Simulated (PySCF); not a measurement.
C₂F₆. Atoms are numbered in the order given.

```xyz
8

F      1.0787    -0.6228     1.2181
C      0.0000     0.0000     0.7708
F      0.0000     1.2456     1.2181
F     -1.0787    -0.6228     1.2181
C      0.0000     0.0000    -0.7708
F      1.0787     0.6228    -1.2181
F      0.0000    -1.2456    -1.2181
F     -1.0787     0.6228    -1.2181
```
Charge 0, spin multiplicity 1.

Geometry optimised at PBE0-D3(BJ)/def2-SVP.

The numbers are results of KT2/pcSseg-1 (PySCF), not measurements.

GIAO shieldings, no solvent; atoms alike by connectivity are averaged. δ = σ(ref) − σ: ¹⁹F against CFCl3 (σ = 127.1 ppm); ¹³C against TMS (σ = 185.1 ppm), references at their B3LYP-D3(BJ)/def2-TZVP geometries, non-relativistic.

Question: Estimate the chemical shifts. (The exact figures need the calculation; the answer reports its results.)

Answer: 
```csv
nucleus,atoms,count,δ (ppm)
¹⁹F,"F1, F3, F4, F6, F7, F8",6,-134.9
¹³C,"C2, C5",2,123.0
```
